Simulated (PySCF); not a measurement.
PySCF input for SbF₃, SMILES [F][Sb]([F])[F], PBE-D3(BJ)/def2-SVP. The structure is a stationary point at PBE-D3(BJ)/def2-SVP. The isomer is the one that the SMILES or the coordinates give; other isomers of the formula were not compared. The def2 effective core potentials stand for the cores of Sb; spin–orbit coupling is left out.

```python
import numpy as np
from pyscf import gto, scf, dft, df
from pyscf.hessian import thermo

mol = gto.M(
    atom='''
    Sb    0.00000000   -0.00000000    0.34761265
    F    -1.44069836   -0.83178759   -0.65660167
    F    -0.00000001    1.66357519   -0.65660166
    F     1.44069837   -0.83178758   -0.65660167
    ''',
    basis='def2-SVP',
    ecp={'Sb': 'def2-svp'},
    charge=0,
    spin=0,
    max_memory=1600,
    verbose=3,
)
mf = dft.RKS(mol, xc='pbe').density_fit(auxbasis='def2-universal-jkfit')
mf.disp = 'd3bj'
mf.grids.level = 3
mf.conv_tol = 1e-11
mf.max_cycle = 100
mf.kernel()

# [left out here: the lines that compute and print the analytic Hessian (its translational invariance restored by hand, since the grid's response is missing), thermochemistry and intensities]
```

It prints:

```
converged SCF energy = -539.339172316867

WARN: DFTD3 does not support analytical Hessian, using finite difference


WARN: Mole.unit (angstrom) is changed to Bohr

Mode                                 0                   1                   2
Irrep
Freq [cm^-1]                      179.4742            179.5014            220.9403
Reduced mass [au]                  20.0526             20.0526             22.6620
Force const [Dyne/A]                0.3806              0.3807              0.6518
Char temp [K]                     258.2234            258.2625            317.8839
Normal mode                   x     y     z       x     y     z       x     y     z
       0  Sb                -0.02  0.00 -0.00    0.00  0.02  0.00   -0.00 -0.00  0.04
       1   F                -0.01 -0.10  0.05    0.10 -0.10 -0.03    0.07  0.04 -0.08
       2   F                 0.16  0.00  0.00   -0.00  0.06  0.06    0.00 -0.08 -0.08
       3   F                -0.01  0.10 -0.05   -0.10 -0.10 -0.03   -0.07  0.04 -0.08
Mode                                 3                   4                   5
Irrep
Freq [cm^-1]                      622.4319            622.4361            630.4767
Reduced mass [au]                  21.7686             21.7686             21.2852
Force const [Dyne/A]                4.9689              4.9690              4.9850
Char temp [K]                     895.5409            895.5469            907.1157
Normal mode                   x     y     z       x     y     z       x     y     z
       0  Sb                -0.04  0.00  0.00   -0.00 -0.04 -0.00    0.00  0.00 -0.03
       1   F                 0.11  0.06  0.08    0.06  0.04  0.05    0.09  0.05  0.07
       2   F                 0.00 -0.00  0.00    0.00  0.15 -0.09   -0.00 -0.10  0.07
       3   F                 0.11 -0.06 -0.08   -0.06  0.04  0.05   -0.09  0.05  0.07
temperature 298.1500 [K]
pressure 101325.00 [Pa]
Rotational constants [GHz] 4.28225 4.28225 3.20401
Symmetry number 3
Zero-point energy (ZPE) 0.00559 [Eh]   14685.719 [J/mol]
                           tot       elec      trans        rot        vib
Entropy [J/mol/K]       306.338      0.000    173.424    100.094     32.820
Cv [J/mol/K]             60.429      0.000     12.472     12.472     35.486
Cp [J/mol/K]             68.744      0.000     20.786     12.472     35.486
Internal energy [J/mol]                      3718.434   3718.434  20345.756
Internal energy [Eh]   -539.32859  -539.33917
Enthalpy [J/mol]                             6197.391   3718.434  20345.756
Enthalpy [Eh]          -539.32765
Gibbs free energy [J/mol]                  -45509.041 -26124.565  10560.393
Gibbs free energy [Eh] -539.36243
static polarisability / bohr^3: [[31.836  0.     0.   ]
 [ 0.    31.836 -0.   ]
 [ 0.    -0.    27.783]]
largest difference of analytic and finite-field dipole derivatives / e: 0.0005611862040038051
mode   freq/cm-1   IR/(km/mol)   Raman/(A^4/amu)   depolarisation
   1      179.47         4.727             0.920            0.750
   2      179.50         4.726             0.920            0.750
   3      220.94        20.303             1.228            0.705
   4      622.43        68.657             6.222            0.750
   5      622.44        68.658             6.222            0.750
   6      630.48        42.803             9.379            0.001
max |gradient| / (hartree/bohr): 0.00021347597198613627
APT charges: [ 1.5587 -0.5196 -0.5196 -0.5196]
```

The run converged.
